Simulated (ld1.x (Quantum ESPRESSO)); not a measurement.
Before and after: TM potential for boron (B)

boron, norm-conserving Troullier–Martins (Kleinman–Bylander form), made with ld1.x (Quantum ESPRESSO) 7.5 (PBE, scalar-relativistic). Core [He], reference 2s2 2p1. Waves: 2p (bound): rc 2.50 bohr; 3d channel at 0.45 Ry: rc 2.00 bohr; 2s (bound): rc 1.00 bohr. Local part: the s channel. Core correction: a·sin(br)/r model core, default radius (core density twice the valence density).

Change: functional LDA (PZ).

Cutoffs: the cutoffs (Ry, on a coarse ladder) from which the occupation-weighted sum of valence levels, in a spherical-Bessel basis at the reference potential, stays within 10 and 1 mRy of its value at 400 Ry; they do not see the model core or the augmentation charge, which bear on the density cutoff. Errors are all-electron minus pseudo energies relative to the spin-unpolarised reference configuration.

Predict the effect on cutoff, ghosts and configuration errors.

The potential gets neither clearly harder nor softer (55 Ry and 140 Ry → 60 Ry and 140 Ry); the number of tests with a reliable result goes from 7 to 9; of the 7 tests that both files solve, the error grows in 0 and shrinks in 3 by more than 15 % and 0.3 meV (median size 20.5 → 5.7 meV); neither file shows a bound ghost.

| quantity | base | changed |
| --- | --- | --- |
| cutoff, loose | 55 Ry | 60 Ry |
| cutoff, tight | 140 Ry | 140 Ry |
| loose cutoff by channel (10 mRy a level) | p 15 Ry, s 45 Ry | p 15 Ry, s 50 Ry |
| bound ghosts | none | none |
| error for 2s2 2p0, meV [ΔE 8.22 → 8.33 eV] | +44 | +42 |
| error for 2s1 2p0, meV [ΔE 33.64 → 33.63 eV] | +155 | +142 |
| error for 2s2 2p0.5, meV [ΔE 2.89 → 2.94 eV] | +5.6 | +5.7 |
| error for 2s2 2p1.3, meV [ΔE -0.74 → -0.77 eV] | +0.4 | +0.5 |
| error for 2s0 2p3, meV [ΔE 11.72 → 11.40 eV] | -24 | -5.0 |
| error for 2s1 2p2, meV [ΔE 5.85 → 5.69 eV] | -5.9 | -1.6 |
| error for 2s1 2p1, meV [ΔE 14.36 → 14.28 eV] | -21 | -16 |
| s: phases at 2.71 bohr within 0.05 rad from the reference energy up to (Ry; the scan ends near 5) | 1.7 | 1.7 |
| p: phases at 2.71 bohr within 0.05 rad from the reference energy up to (Ry; the scan ends near 5) | 1.5 | 1.4 |
| d: phases at 2.71 bohr within 0.05 rad from the reference energy up to (Ry; the scan ends near 5) | to the end of the scan | to the end of the scan |
